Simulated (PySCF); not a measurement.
1,1-dichloro-3-fluoropropa-1,2-diene (C3HCl2F), SMILES FC=C=C(Cl)Cl. Atoms are numbered in the order given.

```xyz
7

F     -3.0793    -0.4840     0.0000
C     -2.1588     0.4715     0.0000
C     -0.8715     0.2367     0.0000
C      0.4240     0.0689     0.0000
Cl     1.3513    -0.0525    -1.4516
Cl     1.3513    -0.0525     1.4516
H     -2.5918     1.4786     0.0000
```
Charge 0, spin multiplicity 1.

The structure is a stationary point at PBE0-D3(BJ)/def2-SVP.

Two levels are set side by side: PBE/pcSseg-1 (PySCF) and HF/pcSseg-1 (PySCF). GIAO shifts against CFCl3 (¹⁹F), HCl (³⁵Cl), TMS (¹H), TMS (¹³C) at the same level; non-relativistic, no solvent, atoms listed together averaged. Without spin–orbit terms, shifts of atoms bonded to Cl or Br come out too high at both levels. Differences are taken from unrounded values.

```csv
quantity,HF,PBE,PBE minus HF
δ(¹⁹F) of F1 (ppm),-128.0,-136.7,-8.7
δ(¹³C) of C2 (ppm),135.6,137.9,2.4
δ(¹³C) of C3 (ppm),207.4,200.8,-6.7
δ(¹³C) of C4 (ppm),118.5,125.6,7.1
"δ(³⁵Cl) of Cl5, Cl6 (ppm)",278.1,410.0,131.9
δ(¹H) of H7 (ppm),7.70,7.61,-0.09
```

Rough cost on one machine, each run with all the roots and properties that it gave: HF against PBE within a factor of 2.
